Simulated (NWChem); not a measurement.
System: C2H2ClF; SMILES C=C(F)Cl

The following NWChem deck was run.

```
start job
memory heap 200 mb stack 900 mb global 1100 mb
geometry units angstroms noautoz
  C     -1.185274     1.151332     0.000000
  C     -0.059255     0.448966     0.000000
  F      1.135441     1.007256     0.000000
  Cl     0.030311    -1.266138     0.000000
  H     -2.151289     0.650832     0.000000
  H     -1.132243     2.240633     0.000000
end
basis spherical
  C library pcseg-1
  F library pcseg-1
  Cl library pcseg-1
  H library pcseg-1
end
dft
  xc xtpss03 ctpss03
  iterations 150
  mulliken
end
task dft energy
```

Structure relaxed at the PBE0/def2-SVP level.

Predict the main results of this run. (TPSS/pcseg-1.) Quantities: basis functions; energy (Ha); highest occupied level (eV); orbital gap (eV); dipole (D).


```yaml
number_of_basis_functions: 70
energy (Ha): -637.41
highest occupied level (eV): -6.51
orbital gap (eV): 5.57
dipole (D): 1.25
```
